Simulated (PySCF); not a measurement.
Broadened absorption spectrum of MoO2(NMe2)2

MoO2(NMe2)2, C4H12MoN2O2 (singlet state).
SMILES: `C[N](C)[Mo](=[O])(=[O])[N](C)C`

Level of theory: TDDFT CAM-B3LYP/def2-SVPD, vertical, gas phase, core orbitals frozen in the response, def2 core potentials past Kr in PySCF 2.14.0, density-fitted response routines. Geometry: PBE0-D3(BJ)/def2-SVP; no solvent, vibrations or thermal averaging. Spin–orbit coupling is left out.

Computed states:

| state | E (eV) | f |
| --- | --- | --- |
| S1 | 3.81 | 0.0026 |
| S2 | 4.54 | 0.206 |
| S3 | 4.62 | 0.0037 |
| S4 | 4.84 | 0.023 |
| S5 | 5.19 | 0.0016 |
| S6 | 5.50 | 0.0063 |
| S7 | 5.53 | 0.064 |
| S8 | 5.54 | 0.0010 |
| S9 | 5.82 | 0.0061 |
| S10 | 5.96 | 0.022 |

Broadening: Gaussians 0.25 eV wide at half height, area fixed by f = 4.319×10⁻⁹ ∫ε dν̃. The cross-section is σ = 3.8235×10⁻²¹ ε cm², given in Mb (10⁻¹⁸ cm²). The width is an assumption, not a result. The curve ends short of the highest state used, and states not computed would add to its high-energy end.

(1) What does the envelope look like, and where are its maxima?

(2) Coming from long wavelengths, where does ε first pass 100 L mol⁻¹ cm⁻¹?

(3) On this curve, what absorbance would a 10⁻⁴ mol/L sample give at 280 nm over a 1 cm path?

Results:

(1) 
```csv
λ (nm),σ (Mb)
231.5,8.62
234.5,2.92
237.5,1.14
240.5,0.79
243.6,0.97
246.6,2.08
249.6,4.57
252.6,7.91
255.6,10.95
258.6,14.45
261.7,22.87
264.7,39.81
267.7,62.92
270.7,81.75
273.7,85.51
276.8,71.67
279.8,49.22
282.8,27.98
285.8,13.31
288.8,5.37
291.8,1.85
294.9,0.53
297.9,0.14
300.9,0.04
303.9,0.05
306.9,0.10
309.9,0.20
313.0,0.37
316.0,0.58
319.0,0.80
322.0,0.98
325.0,1.06
328.1,1.03
331.1,0.89
334.1,0.71
337.1,0.51
340.1,0.33
343.1,0.20
346.2,0.11
349.2,0.06
352.2,0.03
355.2,0.01
358.2,0.01
361.2,0.00
```

Maxima: 326 nm (3.81 eV), ε about 280, made up of S1 (100%); 273 nm (4.54 eV), ε about 23000, made up of S2 (98%) (ε in L mol⁻¹ cm⁻¹; maxima over ε = 5, shares over 10%). At its high-energy end, 5.36 eV, the curve is still rising (ε about 2400, from S6 and S7).

(2) At about 339 nm (3.66 eV), 0.15 eV below S1.

(3) 280 nm is 4.428 eV, where ε is about 12000 L mol⁻¹ cm⁻¹, so A = ε c l ≈ 1.2 (Beer–Lambert, with the gas-phase spectrum and the assumed width).
